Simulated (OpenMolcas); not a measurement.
**Multiplet structure of N**

```json
{
  "Program": "OpenMolcas",
  "Method": "CASSCF",
  "Basis": "ANO-RCC-VTZP [4s3p2d1f]",
  "Scalar Hamiltonian": "DKH2, point nucleus",
  "Active space": "3 electrons in 3 orbitals (2p)",
  "State averaging": "2S+1 = 4 odd, 1 root; 2S+1 = 2 odd, 8 roots",
  "Spin-orbit coupling": "state interaction with AMFI integrals over the reference wave functions, term energies averaged over their components"
}
```

Spin-free terms above the lowest, with the occupations of the reference:

```json
{"Configuration": "2s² 2p³", "Term": "⁴S°", "E (cm⁻¹)": "0.0", "Occupations": "2p 3.00"}
{"Configuration": "2s² 2p³", "Term": "²D°", "E (cm⁻¹)": "23021", "Occupations": "2p 3.00"}
{"Configuration": "2s² 2p³", "Term": "²P°", "E (cm⁻¹)": "38021", "Occupations": "2p 3.00"}
```

With spin-orbit coupling, above the lowest level:

```csv
Configuration,Term,J,E (cm⁻¹),Measured (cm⁻¹),g,Term weight %
2s² 2p³,⁴S°,3/2,0.0,0.0,2.002,100
2s² 2p³,²D°,3/2,23021,19233,0.800,100
2s² 2p³,²D°,5/2,23021,19224,1.200,100
2s² 2p³,²P°,1/2,38021,28839,0.666,100
2s² 2p³,²P°,3/2,38021,28839,1.334,100
```

Against the 4 measured excited levels shown (NIST Handbook of Basic Atomic Spectroscopic Data) the mean absolute deviation is 6500 cm-1; the largest miss in energy is 2s² 2p³ ²P°_3/2: computed 38021, measured 28839 cm⁻¹ (+31.8 %).

Without dynamic correlation excited terms often stand tens of per cent too high (terms of higher spin than the ground term too low), and those without a measured partner can miss by more than the paired ones. With the s shell closed, the reference lacks s² → p² mixing. Computed and measured levels are paired by configuration, term and J; levels that our copy of the source lacks, or whose pairing is in doubt (as where it misses far off the trend of its configuration), stay unpaired and out of the deviations. Levels of configurations outside the active space are missing.

The term weight is that of the spin-free term in the level, not the purity of its configuration. ° marks odd parity.
